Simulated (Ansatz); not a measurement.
A structure relaxed at PBE-D4/def2-SVP in Ansatz, charge 1, singlet:

```tsv
atom	x (Å)	y (Å)	z (Å)
Ag1	1.896	-1.608	1.255
Ag2	-1.325	2.370	0.229
Ag3	0.022	-0.014	0.002
Ag4	-2.690	0.197	-0.389
Cu5	2.097	-0.946	-1.097
```

Task: Give its formula and point group.

Result: CuAg₄⁺ (the lowest singlet isomer of a short search). Point group Cs (tolerance 0.1 Å).

Task: Summarise the bond lengths by kind (pairs closer than 1.2 times the sum of covalent radii, bridged metal pairs left out).

Result: 4 × Ag–Ag 2.64 to 2.76 Å; 2 × Ag–Cu 2.45 to 2.53 Å.

In the def2 sets Ag takes a core potential; there is no spin–orbit coupling. The structure comes from a short search, and lower isomers may exist.
